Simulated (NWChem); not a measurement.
System meant: Si2H5O2F; SMILES [SiH3][Si](O)(O)F

Here is an NWChem input.

```
start job
memory heap 200 mb stack 900 mb global 1100 mb
geometry units angstroms noautoz
  O     -1.552070    -0.844007    -0.441536
  Si    -0.021319    -0.406514    -0.021973
  O      0.321801    -1.134549     1.428899
  F      1.061741    -0.972417    -1.086635
  Si     0.083079     1.922247     0.002921
  H     -1.811721    -1.747842    -0.205771
  H      1.254293    -1.320179     1.609603
  H      1.460444     2.354325     0.370827
  H     -0.249985     2.488753    -1.331344
  H     -0.864766     2.461337     1.014248
end
basis spherical
  * library def2-svp
end
dft
  xc pbe0
  iterations 4
  mulliken
end
task dft energy
```

End of the output:

```
    Atom       Charge   Shell Charges
 -----------   ------   -------------------------------------------------------
    1 O    8     8.21   1.97  0.88  0.60  2.71  2.04  0.01
    2 Si  14    13.53   2.00  1.92  0.61  0.29  5.81  1.19  0.86  0.83
    3 O    8     8.23   1.97  0.88  0.60  2.72  2.05  0.01
    4 F    9     9.21   1.98  1.02  0.77  3.21  2.23  0.01
    5 Si  14    13.79   2.00  1.94  0.70  0.37  5.82  1.36  1.42  0.19
    6 H    1     0.90   0.55  0.17  0.18
    7 H    1     0.90   0.55  0.17  0.18
    8 H    1     1.08   0.63  0.42  0.03
    9 H    1     1.07   0.63  0.41  0.03
   10 H    1     1.07   0.63  0.41  0.03

 center of mass
 --------------
 x =   0.03128495 y =  -0.08568394 z =  -0.03975427

 moments of inertia (a.u.)
 ------------------
         871.970257096237          -0.000000000000           0.000000000000
          -0.000000000000         475.890605910899          -0.000000000000
           0.000000000000          -0.000000000000         894.368810155508

     Multipole analysis of the density
     ---------------------------------

     L   x y z        total         alpha         beta         nuclear
     -   - - -        -----         -----         ----         -------
     0   0 0 0     -0.000000    -29.000000    -29.000000     58.000000

     1   1 0 0      0.173724      0.086862      0.086862     -0.000000
     1   0 1 0     -0.347702     -0.173851     -0.173851      0.000000
     1   0 0 1      0.460909      0.230454      0.230454     -0.000000

     2   2 0 0    -32.402125    -83.165236    -83.165236    133.928347
     2   1 1 0      1.186550     -2.201767     -2.201767      5.590084
     2   1 0 1      2.572653     -2.017677     -2.017677      6.608008
     2   0 2 0    -30.322645   -195.966385   -195.966385    361.610126
     2   0 1 1     -0.694811      1.276195      1.276195     -3.247200
     2   0 0 2    -33.561412    -78.562669    -78.562669    123.563926

 ------------------------------------------------------------------------
 dft energy failed                                                                                  0
 ------------------------------------------------------------------------
 ------------------------------------------------------------------------
  current input line :
    23: task dft energy
 ------------------------------------------------------------------------
 ------------------------------------------------------------------------
 This type of error is most commonly associated with calculations not reaching convergence criteria
 ------------------------------------------------------------------------
 For more information see the NWChem manual at https://nwchemgit.github.io

0:dft energy failed:Received an Error in Communication
```

Q: Can this run be used? If not, why, and what is the fix?

A: Convergence was not reached. Cause: the SCF was allowed too few iterations. This input runs:
```
start job
memory heap 200 mb stack 900 mb global 1100 mb
geometry units angstroms noautoz
  O     -1.552070    -0.844007    -0.441536
  Si    -0.021319    -0.406514    -0.021973
  O      0.321801    -1.134549     1.428899
  F      1.061741    -0.972417    -1.086635
  Si     0.083079     1.922247     0.002921
  H     -1.811721    -1.747842    -0.205771
  H      1.254293    -1.320179     1.609603
  H      1.460444     2.354325     0.370827
  H     -0.249985     2.488753    -1.331344
  H     -0.864766     2.461337     1.014248
end
basis spherical
  O library def2-svp
  Si library def2-svp
  F library def2-svp
  H library def2-svp
end
dft
  xc pbe0
  iterations 150
  mulliken
end
task dft energy
```
It converges to -831.55108 Ha (PBE0/def2-SVP).
